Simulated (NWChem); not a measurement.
System: C2H9NSi; SMILES C(N[SiH3])C

Here is an NWChem input.

```
start job
memory heap 200 mb stack 900 mb global 1100 mb
geometry units angstroms noautoz
  C      0.175769    -2.358307    -0.218742
  C     -0.510699    -1.069253     0.200138
  N      0.405379     0.049823     0.249975
  Si    -0.018595     1.692955    -0.089698
  H     -0.539926    -3.193511    -0.267072
  H      0.962251    -2.638307     0.501510
  H      0.649967    -2.243667    -1.205134
  H     -1.305933    -0.828688    -0.527175
  H     -1.031600    -1.230639     1.166787
  H      1.208626    -0.110595     0.849193
  H     -0.943420     2.350797     0.897182
  H     -0.700816     1.753213    -1.419884
  H      1.250336     2.481454    -0.113008
end
basis spherical
  * library def2-tzvp
end
dft
  xc hfexch
  iterations 150
  semidirect filesize 400000000
  mulliken
end
task dft energy
```

NWChem printed, in part:

```
             Northwest Computational Chemistry Package (NWChem) 7.3.0
             --------------------------------------------------------

 C1  symmetry detected

                             Geometry "geometry" -> ""
                             -------------------------

 Output coordinates in angstroms (scale by  1.889725989 to convert to a.u.)

  No.       Tag          Charge          X              Y              Z
 ---- ---------------- ---------- -------------- -------------- --------------
    1 C                    6.0000     0.17433153    -2.35361823    -0.22937925
    2 C                    6.0000    -0.50537272    -1.06659569     0.20643503
    3 N                    7.0000     0.40833632     0.05519307     0.23362865
    4 Si                  14.0000    -0.02878879     1.69705263    -0.09535969
    5 H                    1.0000    -0.53986121    -3.19094200    -0.26001405
    6 H                    1.0000     0.97923407    -2.63126786     0.47116301
    7 H                    1.0000     0.62361700    -2.23759575    -1.22720519
    8 H                    1.0000    -1.31908246    -0.82840701    -0.50095132
    9 H                    1.0000    -1.00169694    -1.22950292     1.18567815
   10 H                    1.0000     1.22664703    -0.10282821     0.81276486
   11 H                    1.0000    -0.93083946     2.35217248     0.91415112
   12 H                    1.0000    -0.74391446     1.75525605    -1.40824162
   13 H                    1.0000     1.23683240     2.48931046    -0.15004451

 Effective nuclear repulsion energy (a.u.)     171.7957040085

  xc_inp: hfexch multiplicative factor not found.

                                 NWChem DFT Module
                                 -----------------

 Summary of "ao basis" -> "ao basis" (spherical)
 ------------------------------------------------------------------------------
       Tag                 Description            Shells   Functions and Types
 ---------------- ------------------------------  ------  ---------------------
 C                         def2-tzvp                11       31   5s3p2d1f
 N                         def2-tzvp                11       31   5s3p2d1f
 Si                        def2-tzvp                13       37   5s5p2d1f
 H                         def2-tzvp                 4        6   3s1p

            General Information
            -------------------
          SCF calculation type: DFT
          Wavefunction type:  closed shell.
          No. of atoms     :    13
          No. of electrons :    42
           Alpha electrons :    21
            Beta electrons :    21
          Charge           :     0
          Spin multiplicity:     1
          Use of symmetry is: off; symmetry adaption is: off
          Maximum number of iterations: 150
          AO basis - number of functions:   184
                     number of shells:    82
          Convergence on energy requested:  1.00D-06
          Convergence on density requested:  1.00D-05
          Convergence on gradient requested:  5.00D-04

              XC Information
              --------------
                     Hartree-Fock (Exact) Exchange  1.000

      Superposition of Atomic Density Guess
      -------------------------------------

 Sum of atomic energies:        -422.98790153

      Non-variational initial energy
      ------------------------------

 Total energy =    -425.379880
 1-e energy   =    -920.327331
 2-e energy   =     323.151746
 HOMO         =      -0.295056
 LUMO         =       0.035959

------------------------------------------------------------
EAF file 0: "./job.aoints.0" size=653787136 bytes
------------------------------------------------------------
               write      read    awrite     aread      wait
               -----      ----    ------     -----      ----
     calls:     1247         0         0         0         0
   data(b): 6.54e+08  0.00e+00  0.00e+00  0.00e+00
   time(s): 0.00e+00  0.00e+00  0.00e+00  0.00e+00  0.00e+00
rate(mb/s): 0.00e+00  0.00e+00
------------------------------------------------------------

     ---------------------------------------------
      Total Density - Mulliken Population Analysis
     ---------------------------------------------

    Atom       Charge   Shell Charges
 -----------   ------   -------------------------------------------------------
    1 C    6     6.52   0.86  1.12  0.56  0.67  0.14  1.27  1.42  0.44  0.01  0.04  0.00
    2 C    6     6.10   0.86  1.12  0.53  0.64  0.11  1.15  1.25  0.30  0.02  0.11  0.01
    3 N    7     7.72   0.82  1.16  0.56  0.82  0.14  1.60  1.90  0.67  0.00  0.03  0.00
    4 Si  14    13.56   2.00  0.59  1.39  0.86  0.44  4.11  1.73  0.51  1.22  0.44  0.12  0.13  0.03
    5 H    1     0.83   0.24  0.44  0.13  0.02
    6 H    1     0.83   0.24  0.44  0.13  0.02
    7 H    1     0.84   0.24  0.44  0.13  0.02
    8 H    1     0.86   0.25  0.46  0.14  0.02
    9 H    1     0.87   0.25  0.46  0.14  0.02
   10 H    1     0.70   0.22  0.35  0.08  0.04
   11 H    1     1.07   0.23  0.55  0.28  0.01
   12 H    1     1.05   0.23  0.55  0.27  0.01
   13 H    1     1.05   0.23  0.55  0.27  0.01

   convergence    iter        energy       DeltaE   RMS-Dens  Diis-err
 ---------------- ----- ----------------- --------- --------- ---------
 d= 0,ls=0.0,diis     1   -424.3718628960 -5.96D+02  2.08D-03  3.69D-01
 d= 0,ls=0.0,diis     2   -424.4241329148 -5.23D-02  8.14D-04  6.17D-02
 d= 0,ls=0.0,diis     3   -424.4315225991 -7.39D-03  3.15D-04  9.03D-03
 d= 0,ls=0.0,diis     4   -424.4327985325 -1.28D-03  5.97D-05  1.25D-04
 d= 0,ls=0.0,diis     5   -424.4328246338 -2.61D-05  2.07D-05  1.31D-05
  Resetting Diis
 d= 0,ls=0.0,diis     6   -424.4328274138 -2.78D-06  6.05D-06  5.54D-07
 d= 0,ls=0.0,diis     7   -424.4328275899 -1.76D-07  1.49D-06  4.57D-08

[...]
```

Level: Hartree-Fock/def2-TZVP. Structure relaxed at the PBE0/def2-SVP level.
